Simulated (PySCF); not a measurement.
**Electric field gradients and quadrupole coupling constants**

Species: C5H12OSi2.
SMILES with atom numbers: `[CH2:1]1[CH2:2][C@@H:3]2[SiH2:4][O:5][SiH2:6][C@@H:7]2[CH2:8]1` (hydrogens: H9, H10 on C1; H11, H12 on C2; H13 on C3; H14, H15 on Si4; H16, H17 on Si6; H18 on C7; H19, H20 on C8)

Geometry (GFN2-xTB, Å), atoms numbered from 1 in this order:
```
atom  x, y, z in Å
C1    -1.674    0.561    0.071
C2    -1.434   -0.927   -0.147
C3     0.090   -1.030   -0.329
Si4    1.044   -1.417    1.287
O5     1.990   -0.086    1.396
Si6    1.851    1.116    0.295
C7     0.533    0.362   -0.874
C8    -0.761    1.187   -0.975
H9    -1.345    0.848    1.071
H10   -2.719    0.845   -0.052
H11   -1.800   -1.539    0.677
H12   -1.949   -1.244   -1.057
H13    0.308   -1.801   -1.073
H14    0.204   -1.437    2.480
H15    1.944   -2.561    1.179
H16    1.396    2.300    1.016
H17    3.165    1.269   -0.321
H18    0.960    0.246   -1.874
H19   -1.213    1.068   -1.964
H20   -0.595    2.251   -0.808
```

Field gradients from the PBE0/pcSseg-1 density (PySCF, non-relativistic), principal values in atomic units, ordered |Vxx| ≤ |Vyy| ≤ |Vzz|:

```
atom      Vxx      Vyy     Vzz
  O5  -0.3301  -0.5867  0.9169
```

Find the asymmetry η = (Vxx − Vyy)/Vzz and the couplings χ = eQV/h (234.96 MHz × Q in barn × V in au), with Q(17O) = −0.0256 b.

```json
{"atom": "O5", "environment": "siloxane oxygen", "nucleus": "17O", "η": "0.28", "χzz (MHz)": "-5.51", "χxx (MHz)": "1.99", "χyy (MHz)": "3.53"}
```

What is Vzz at O5 in SI units (1 au = 9.71736 × 10²¹ V/m²)?

0.9169 au = 8.909 × 10²¹ V/m².

What couplings would deuterons (Q(2H) = 0.00286 b) have in place of the hydrogens, at this geometry?

```tsv
atom	bonded to	bond length (Å)	Vzz (au)	η	χzz (kHz)
H9	C1	1.092	0.3051	0.01	205
H10	C1	1.090	0.3112	0.00	209
H11	C2	1.090	0.3097	0.02	208
H12	C2	1.093	0.3020	0.01	203
H13	C3	1.094	0.3071	0.03	206
H14	Si4	1.459	0.1634	0.01	110
H15	Si4	1.459	0.1634	0.01	110
H16	Si6	1.459	0.1635	0.01	110
H17	Si6	1.459	0.1633	0.01	110
H18	C7	1.094	0.3069	0.03	206
H19	C8	1.093	0.3017	0.01	203
H20	C8	1.090	0.3096	0.02	208
```

Isolated species at its GFN2-xTB geometry (one conformer only). GFN2-xTB bond lengths can be off by several hundredths of an ångström, more for odd bonds, and the gradients follow them. The basis is small and wasn't made for field gradients, so the couplings can be 20 % off.
